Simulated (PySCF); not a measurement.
Rb¹²⁺ (rubidium, charge +12) across methods

[Ar] 3d7, high-spin 4F determinant. All numbers are calculated (PySCF 2.14, scalar relativity by spin-free X2C-1e, in an uncontracted even-tempered set (20 s from 0.69 bohr⁻², ratio 2.5; 13 p from 0.9 bohr⁻², ratio 2.5; 9 d from 0.9 bohr⁻², ratio 2.5; 4 f from 5.5 bohr⁻², ratio 2.7; 4 g from 8.2 bohr⁻², ratio 2.7)).

| method | E (hartree) | mean ε 3p β (eV) | mean ε 3d α (eV) | mean ε 3d β (eV) | Σ⟨r²⟩ (bohr²) | ⟨S²⟩ |
| --- | --- | --- | --- | --- | --- | --- |
| PBE | -2921.50 | -498.39 | -385.58 | -380.11 | 4.360 | 3.750 |
| r2SCAN | -2921.88 | -500.93 | -387.51 | -381.85 | 4.350 | 3.751 |
| UHF | -2920.59727 | -525.21 | -410.62 | -403.02 | 4.345 | 3.751 |
| LDA | -2917.70 | -498.32 | -385.73 | -379.66 | 4.365 | 3.750 |

(1) Estimate the same row for PBE0.

Answers

(1) E (hartree) = -2921.59; mean ε 3p β (eV) = -505.59; mean ε 3d α (eV) = -392.23; mean ε 3d β (eV) = -386.25; Σ⟨r²⟩ (bohr²) = 4.354; ⟨S²⟩ = 3.750.
